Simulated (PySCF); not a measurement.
Species: C5H3O2, charge 0, multiplicity 2. It need not be the lowest isomer of its formula. SMILES: o1cccc1[C]=O
Geometry from a B3LYP-D3(BJ)/def2-TZVP (Ansatz) optimisation:
```xyz
10

C     -1.9556     0.2534     0.2470
C     -1.4525    -1.0136     0.2931
O     -0.1206    -1.0167     0.1094
C      0.2614     0.3004    -0.0635
C     -0.8449     1.1028     0.0161
C      1.6351     0.6409    -0.2843
O      2.6056    -0.0382    -0.3564
H     -2.9873     0.5366     0.3637
H     -1.9126    -1.9754     0.4444
H     -0.8413     2.1750    -0.0822
```
Charge 0, spin multiplicity 2.

Dispersion corrections to the total energy (kcal/mol) from the dftd3 and dftd4 libraries through PySCF: D3(BJ) without and D4 with the three-body term, each with the damping fitted for the functional named.

```tsv
functional	D3(BJ)	D4
B2GP-PLYP	-3.15	-2.29
PW6B95	___	-4.86
BLYP	-11.19	-12.38
PBE	___	-5.49
HF	-44.70	-21.09
TPSS	-6.60	___
BHLYP	-7.04	-6.19
```

Question: Complete the blanks.

Answer: 
- PW6B95, D3(BJ): -2.54
- PBE, D3(BJ): -5.26
- TPSS, D4: -7.45
